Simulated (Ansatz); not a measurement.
CH6GeOS (`C[S][GeH2][OH]`), relaxed with RKS PBE0-D4/def2-TZVP in Ansatz 0.2.0 from a PBE-D4/def2-SVP geometry. The force threshold is 0.005 eV/Å; the program also tests the step.

Charge 0, multiplicity 1.

Start:

```xyz
10

C    -0.920   -1.408   -0.273
S     0.908   -1.348   -0.096
Ge    1.104    0.811    0.435
O     0.283    1.810   -0.830
H    -1.270   -0.583   -0.923
H    -1.430   -1.364    0.710
H    -1.162   -2.372   -0.759
H     2.615    1.139    0.411
H     0.416    1.135    1.798
H    -0.545    2.180   -0.473
```

Task: By how much does the energy fall, and how many steps does the optimiser take? (An estimate is asked.)

Result: Ansatz gave: 5.20 kJ/mol, in 62 steps, 9 of them rejected.

Task: Which bonds change most? (Estimate.)

Result: Ansatz gave: Ge3–O4 from 1.809 to 1.781 Å; S2–Ge3 from 2.232 to 2.210 Å; C1–S2 from 1.838 to 1.815 Å; C1–H6 from 1.108 to 1.090 Å.

Task: Give the relaxed structure. (Estimate.)

Result: Ansatz gave: 
```xyz
10

C    -0.937   -1.439   -0.223
S     0.810   -1.105   -0.587
Ge    1.055    0.848    0.417
O     0.557    2.226   -0.594
H    -1.599   -0.800   -0.808
H    -1.149   -1.322    0.840
H    -1.121   -2.477   -0.503
H     2.545    1.089    0.662
H     0.191    0.820    1.695
H    -0.351    2.161   -0.899
```
